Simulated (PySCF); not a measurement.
**Relaxation of quartet CuO(OH)2**

Level of theory: UPBE0 in PySCF with Cu def2-TZVP, O def2-TZVP, H def2-TZVP; no relativity; density-fitted integrals. A (50,194) grid was used.

A hand-made trigonal pyramidal (heavy-atom frame) start, with no symmetry imposed:

```xyz
6
charge 0 multiplicity 4, angstrom
Cu    0.0224   -0.0066   -0.3669
O     1.5411   -0.0066    0.4406
O    -0.7502    1.3315    0.4547
O    -0.7502   -1.3447    0.4547
H    -0.3857    2.1711    0.7444
H    -1.6595   -1.4489    0.7444
```

(1) What forces act on the atoms at the start (eV/Å)?

(2) What does it relax to?

(3) How much energy is released, and in how many steps?

Results:

(1) 
```tsv
atom	Fx	Fy	Fz
Cu1	-0.51	-0.06	-0.15
O2	2.00	0.06	0.25
O3	-1.53	1.56	0.15
O4	-0.29	-1.87	-0.08
H5	0.48	-0.18	-0.11
H6	-0.15	0.50	-0.06
```

(2) It ends at Cs with Cu–O 1.757 Å, Cu–O 1.771 Å (×2), O–H 0.963 Å (×2); Cu–O–H 114.6° (×2), O–Cu–O 118.3° (×2), O–Cu–O 123.3° (after a last refinement on a finer grid). A frequency run shows a minimum.

(3) 113.5 kJ/mol in 40 steps.

Other spin states or occupations of the open shell can lie lower. At this level a doublet minimum of C2 symmetry lies 12 kJ/mol below this structure.
